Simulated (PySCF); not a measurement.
Molecule: SMILES O1[C@@H](CC)[C@@H](F)OC1=O, C$_{5}$H$_{7}$FO$_{3}$.

Geometry:
| atom | x (Å) | y (Å) | z (Å) |
| --- | --- | --- | --- |
| C1 | 2.195 | 0.368 | 0.034 |
| C2 | 0.966 | -0.419 | 0.466 |
| C3 | -0.217 | -0.138 | -0.456 |
| O4 | -0.666 | 1.204 | -0.318 |
| C5 | -1.978 | 1.253 | -0.087 |
| O6 | -2.615 | 2.236 | 0.054 |
| O7 | -2.503 | -0.010 | -0.071 |
| C8 | -1.493 | -0.949 | -0.119 |
| F9 | -1.381 | -1.552 | 1.105 |
| H10 | 1.974 | 1.432 | 0.026 |
| H11 | 3.012 | 0.187 | 0.726 |
| H12 | 2.512 | 0.071 | -0.963 |
| H13 | 0.689 | -0.147 | 1.485 |
| H14 | 1.168 | -1.491 | 0.442 |
| H15 | 0.069 | -0.290 | -1.505 |
| H16 | -1.740 | -1.746 | -0.830 |

Geometry GFN2-xTB throughout; GIAO in PySCF 2.14.0 with density-fitted response routines, gas phase, one conformer, non-relativistic; equivalent atoms averaged; functional PBE0.

A run gave: C8 78.6, C2 167.9, C1 180.9, O6 -9.7, O7 147.3, F9 341.1, H13 31.23, H14 31.65, H10/H11/H12 31.73 ppm (absolute shieldings σ).

Problem. Which basis set was used in that run?
A. pcSseg-0
B. pcSseg-1
C. pcseg-1
D. ANO-RCC-VDZP

Solution. A. H14 tells them apart best: pcSseg-0 gives 31.65, pcSseg-1 gives 30.05, ANO-RCC-VDZP gives 30.07, pcseg-1 gives 30.19 ppm.
